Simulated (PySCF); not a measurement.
NbBr2, SMILES [Br][Nb][Br] (connectivity only; charge and spin as stated), neutral, multiplicity 4. Atoms are numbered in the order given.

```xyz
3

Nb     0.0000     0.0000     0.0000
Br     0.0000     0.0000    -2.4632
Br     0.0000     0.0000     2.4632
```
Charge 0, spin multiplicity 4.

Geometry: B3LYP-D3(BJ)/def2-SVP. The multiplicity is an assumed one; other spin states were not compared. The def2 effective core potentials stand for the cores of Nb; spin–orbit coupling is left out.

All values below come from PySCF with r2SCAN/def2-TZVPD.

Mulliken values depend strongly on the basis, most of all with diffuse functions as here. ESP charges are fitted to the potential on shells at 1.4 to 2.0 van der Waals radii. Atomic charges (e):

```tsv
atom	ESP fit	Mulliken	Mulliken spin
Nb1	___	0.62	3.31
Br2	___	-0.31	-0.15
Br3	___	-0.31	-0.15
```

Complete the blanks. (An estimate is asked for; the answer gives what the named calculation found.)


- Nb1, ESP fit: 0.29
- Br2, ESP fit: -0.14
- Br3, ESP fit: -0.14
